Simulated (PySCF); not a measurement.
SMILES FC(c1cc(ccc1)C)(F)F, singlet (GFN2-xTB optimised geometry):

```
18

C     -1.934    -1.972    -0.018
C     -1.184    -0.677     0.000
C     -1.848     0.543     0.002
C     -1.148     1.737     0.005
C      0.235     1.736     0.006
C      0.905     0.521     0.000
C      2.405     0.473     0.025
F      2.880     0.121     1.238
F      2.981     1.645    -0.275
F      2.905    -0.429    -0.839
C      0.205    -0.677     0.000
H     -2.981    -1.820     0.226
H     -1.874    -2.422    -1.010
H     -1.503    -2.675     0.691
H     -2.928     0.559     0.003
H     -1.682     2.675     0.009
H      0.790     2.662     0.009
H      0.747    -1.612    -0.003
```

Computed with B3LYP/def2-SVP in PySCF.

What are the frontier orbital energies and the dipole moment?

HOMO-2 -9.75 eV, HOMO-1 -7.50 eV, HOMO -7.20 eV, LUMO -0.90 eV, LUMO+1 -0.60 eV; dipole moment 3.01 D.

On the same geometry PySCF 2.14.0 with PBE/def2-SVP gives HOMO-2 -8.34 eV, HOMO-1 -6.66 eV, HOMO -6.40 eV, LUMO -1.61 eV, LUMO+1 -1.33 eV; dipole moment 2.80 D.

Meta-Löwdin charges at B3LYP/def2-SVP: C1 -0.29, C2 0.04, C3 -0.10, C4 -0.09, C5 -0.10, C6 -0.03, C7 0.75, F8 -0.27, F9 -0.26, F10 -0.27, C11 -0.11, H12 0.10, H13 0.11, H14 0.11, H15 0.10, H16 0.11, H17 0.11, H18 0.11.
